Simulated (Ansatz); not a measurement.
The same path of CH$_{5}$BO$_{2}$ (9 atoms, charge 0, multiplicity 1) was run twice with different band settings. Lost on the way: C3–H8. Made: O1–H8.

The calculation used RKS PBE/def2-SVP (Ansatz 0.2.0).

Relaxed end points:

```xyz
9
Properties=species:S:1:pos:R:3
O -1.455 1.107 -0.080
B -0.105 1.105 0.003
C 0.624 -0.306 0.036
O -0.398 -1.301 -0.035
H -1.742 0.163 -0.106
H 0.481 2.172 0.049
H 1.242 -0.384 0.967
H 1.351 -0.368 -0.813
H 0.002 -2.188 -0.020
```

```xyz
9
Properties=species:S:1:pos:R:3
O -1.035 0.552 -0.751
B 0.223 0.991 0.080
C 0.833 -0.239 0.532
O 0.037 -1.415 0.158
H -1.859 0.843 -0.313
H 0.405 2.183 0.155
H 1.715 -0.483 1.141
H -0.872 -0.490 -0.520
H 0.554 -1.942 -0.483
```

Common settings: movable images 5; climbing image yes; spring 5.0 eV/Å²; optimiser quadratic models (default); start path through a guess of the saddle point; iteration limit 60; end points relaxed.

| run | force threshold |
| --- | --- |
| 1 | 0.05 eV/Å |
| 2 | 0.5 eV/Å |

Question: What does each run give, and how far can it be trusted?

Answer: Run 1: converged after 29 iterations, highest image 3.235 eV above the first end. Neighbouring images differ by up to 2.4 eV, so the band resolves the path poorly. A vibrational analysis at the climbing image gives one clearly imaginary mode, 175i cm⁻¹: a first-order saddle point.
Run 2: converged after 7 iterations, highest image 3.267 eV above the first end. The threshold of 0.5 eV/Å is loose, so the images may lie well off the minimum-energy path. Neighbouring images differ by up to 2.3 eV, so the band resolves the path poorly. The order of the stationary point at the top wasn't checked.
The orbitals stay closed-shell, which can raise the energy where a bond breaks towards radicals; this wasn't checked here.
